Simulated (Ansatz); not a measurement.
Relaxation of GeH₇NO₂Si (12 atoms, charge 0, multiplicity 1), to a largest force component of 0.015 eV/Å in at most 40 steps.

Level of theory: RKS B3LYP-D4/def2-SVP (Ansatz 0.2.0).

```xyz
12
Properties=species:S:1:pos:R:3:forces:R:3
N -1.009 1.544 0.540 -0.63 2.06 -1.40
Ge -0.269 -0.102 0.506 1.40 0.58 -0.85
O 0.766 -0.274 1.920 1.09 -1.44 0.62
O -1.464 -1.345 0.546 -3.24 -0.47 3.19
Si 0.988 -0.344 -1.442 0.35 -0.20 0.39
H -0.283 2.301 0.441 -0.77 -0.87 0.36
H -1.600 1.666 -0.340 0.74 -0.23 1.46
H 1.202 -1.176 1.853 -0.63 1.52 0.29
H -2.014 -1.177 1.442 1.56 -0.78 -2.92
H 2.030 0.701 -1.436 0.19 0.24 -0.10
H 0.098 -0.191 -2.573 -0.38 0.08 -0.79
H 1.632 -1.659 -1.422 0.31 -0.48 -0.24
```

Q: Where does it end, and by what steps?

A: The forces met the threshold. The force dipped under the threshold on the way, but the program's further checks kept it going. After 16 steps the energy has fallen by 0.625 eV; H6 moved furthest, 0.95 Å.

```csv
step,energy less start (eV),largest force component (eV/Å),accepted
0,0.0000,3.240,yes
1,-0.4940,1.189,yes
2,-0.5537,0.437,yes
3,-0.5803,0.245,yes
4,-0.6058,0.098,yes
5,-0.6133,0.173,yes
6,-0.6108,0.494,no
7,-0.6178,0.093,yes
8,-0.6188,0.281,yes
9,-0.6240,0.030,yes
10,-0.6239,0.038,no
11,-0.6240,0.009,yes
12,-0.6235,0.291,no
13,-0.6247,0.038,yes
14,-0.6246,0.070,no
15,-0.6249,0.008,yes
16,-0.6249,0.013,yes
```

```xyz
12
Properties=species:S:1:pos:R:3
N -1.113 1.511 0.564
Ge -0.180 -0.058 0.416
O 0.869 0.013 1.867
O -1.306 -1.439 0.592
Si 1.016 -0.486 -1.614
H -0.728 2.138 1.268
H -1.294 2.026 -0.293
H 1.079 -0.868 2.207
H -2.065 -1.191 1.141
H 2.093 0.534 -1.767
H 0.085 -0.388 -2.776
H 1.623 -1.846 -1.573
```

Whether the end is a true minimum wasn't checked by a vibrational analysis.

Time of the run: 49 s on 2 threads of AMD EPYC 9R14 (Zen 4), on a shared host, peak memory 0.35 GiB.
